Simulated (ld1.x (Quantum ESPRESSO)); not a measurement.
# Which change was made? (La, RRKJ)

ld1.x (Quantum ESPRESSO) 7.5 input, shortened:

```
&input
   title='La', zed=57., rel=2, dft='PZ', iswitch=3,
   config='[Xe] 4f0 5d2 6s1 6p0', rel_dist='average'
 /
 &inputp
   pseudotype=2, tm=.false., lloc=2,
   nlcc=.false.
 /
4
5S  1  0   2.00   0.00  2.55  2.55  0.0
5P  2  1   6.00   0.00  2.05  2.05  0.0
4F  4  3   0.00   0.00  1.40  1.40  0.0
5D  3  2   2.00   0.00  2.95  2.95  0.0
 &test
   configts(1)='4f0 5s2 5p6 5d2 6s1 6p0'
 /
```

Open shells are filled in proportion to 2j + 1 (rel_dist='average').

Occupied shells without a wave of their own: 6s. They enter only through the test configuration that unscreens the potential.

Cutoffs, loose and tight: the cutoffs (Ry, on a coarse ladder) from which the occupation-weighted sum of valence levels, in a spherical-Bessel basis at the reference potential, stays within 10 and 1 mRy of its value at 400 Ry. They do not see the model core or the augmentation charge, which bear on the density cutoff. Test errors are all-electron minus pseudo excitation energies from the reference, over the configurations 4f0 5s2 5p6 5d1 6s2 6p0; 4f0 5s2 5p6 5d1 6s1 6p0; 4f0 5s2 5p6 5d1 6s0 6p0; 4f1 5s2 5p6 5d0 6s1 6p0; 4f1 5s2 5p6 5d1 6s0 6p0; 4f0 5s2 5p6 5d1 6s0 6p2; 4f0 5s2 5p6 5d0 6s2 6p1; variants that change the core or the reference have their own tests. The largest error is taken over the tests solved by every variant that gives reliable tests at all, those not shown here included: 4f0 5s2 5p6 5d0 6s2 6p1; 4f0 5s2 5p6 5d1 6s0 6p0; 4f0 5s2 5p6 5d1 6s0 6p2; 4f0 5s2 5p6 5d1 6s1 6p0; 4f0 5s2 5p6 5d1 6s2 6p0.

The base gives: outcome: generated, misses its reference levels by 0.44 eV; bound ghosts: none; largest test error (meV): +1063.

**Question.** After one change the result is: outcome: generated, misses its reference levels by 0.43 eV; bound ghosts: none; largest test error (meV): +897. Which change was it?
A. core [Kr], valence charge 21; reference 4d10 4f0 5s2 5p6 5d1.5 6s1.5 6p0; waves now 5p (bound): rc 3.00 bohr; 4d (bound): rc 1.20 bohr; 4f (bound): rc 0.90 bohr; 5s (bound): rc 2.30 bohr; local potential the s channel
B. all radii scaled by about 1.08 (s 2.76, p 2.22, d 3.20, f 1.52 bohr)
C. wave 5s (bound): rc 2.55 bohr becomes 5s (bound): rc 3.30 bohr
D. reference 4f0 5s2 5p6 5d1 6s1 6p0

**Answer.** B. The others give: reference 4f0 5s2 5p6 5d1 6s1 6p0 → outcome: generated, misses its reference levels by 0.70 eV; bound ghosts: none; largest test error (meV): +1284 over the solved tests; 4 of 7 tests not solved or not reliable | core [Kr], valence charge 21; reference 4d10 4f0 5s2 5p6 5d1.5 6s1.5 6p0; waves now 5p (bound): rc 3.00 bohr; 4d (bound): rc 1.20 bohr; 4f (bound): rc 0.90 bohr; 5s (bound): rc 2.30 bohr; local potential the s channel → outcome: generated, misses its reference levels by 0.78 eV; bound ghosts: not determined; largest test error (meV): +972 over the solved tests; 2 of 7 tests not solved or not reliable | wave 5s (bound): rc 2.55 bohr becomes 5s (bound): rc 3.30 bohr → outcome: generated; bound ghosts: none; largest test error (meV): +476.
